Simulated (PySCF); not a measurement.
## State search for TlS

Unrestricted PBE0; PySCF, scalar-relativistic core potentials, basis sets Tl cc-pVDZ-PP with ECP60, S cc-pV(D+d)Z. Outer shells of the fragments: Tl 5d10 6s2 6p1; S 3s2 3p4.

Followed along the bond (rough minima from three points):

| 2Ms+1 | unpaired | ⟨S²⟩ at the start | R at minimum (Å) | Te (eV) |
| --- | --- | --- | --- | --- |
| 2 | π ↑ | 0.75 | 2.62 | 0.00 |
| 2 | σ ↑ | 0.76 | 2.41 | 0.20 |
| 4 | σ ↑, π ↑↑ | 3.76 | none in the scan | ≤ 2.91 |

Solutions found at the starting distance of 2.415 Å, counted from the lowest of them; the search is not exhaustive and high or unbound solutions are not listed, so other states can lie among these:

```
2Ms+1   unpaired   term  E (eV)  ⟨S²⟩  ⟨Lz²⟩  μ (D)
    2        π ↑     ²Π    0.00  0.75   1.01  -2.42
    2        σ ↑    ²Σ⁺    0.02  0.76   0.00  -4.35
    4  σ ↑, π ↑↑  mixed    3.03  3.76   2.01  -0.04
    4  σ ↑, π ↑↑  mixed    3.21  3.76   2.01  -0.06
    2  σ ↑, π ↑↓  mixed    3.46  1.76   2.01   0.17
    2  σ ↓, π ↑↑  mixed    3.52  1.77   2.01   0.10
```

A term symbol is given only where ⟨S²⟩ and ⟨Lz²⟩ are close to those of a pure state; real π, δ and φ orbitals otherwise mix terms. A positive dipole means Tl(−)S(+).

Problem. Compare the gap between the two lowest followed solutions at the starting distance with the gap between their minima.

Solution. At PBE0 the second solution (doublet, unpaired electrons σ ↑) lies +0.02 eV from the first (doublet, unpaired electrons π ↑) at 2.415 Å and +0.20 eV at the minima; the two curves relax by different amounts, since their minima lie near 2.41 and 2.62 Å.

Spin–orbit coupling is left out, which matters for elements this heavy, above all for dissociation energies. Counting both spins, an empty level lies below a filled one in some of these solutions, because spin and occupation are held.
